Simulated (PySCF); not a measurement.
**Electron correlation in Al⁺ (aluminium, charge +1)**

[Ne] 3s2, closed-shell 1S. All numbers are calculated (PySCF 2.14, the spin-free X2C one-electron Hamiltonian (Gaussian nucleus), in cc-pVTZ-DK (5s4p2d1f, 34 functions)). Frozen: [Ne]; 2 electrons correlated.

Total MP2 correlation energy: -27.69 mhartree.

Same-spin part 0.00 and opposite-spin part -27.69 mhartree; SCS-MP2 scales them by 1/3 and 6/5 to -33.23 mhartree.

With two correlated electrons CCSD is exact within the correlated space (frozen core and kept virtual orbitals).

```json
{"level": "CCSD", "correlation energy (mhartree)": "-39.42"}
```

Diagnostics: T1 = 0.0085, D1 = 0.0121, largest double amplitude 0.111.

Is a single reference adequate?

Mostly. T1 lies below 0.03, but a double amplitude of this size points to a near-degeneracy that CCSD handles and MP2 describes poorly.
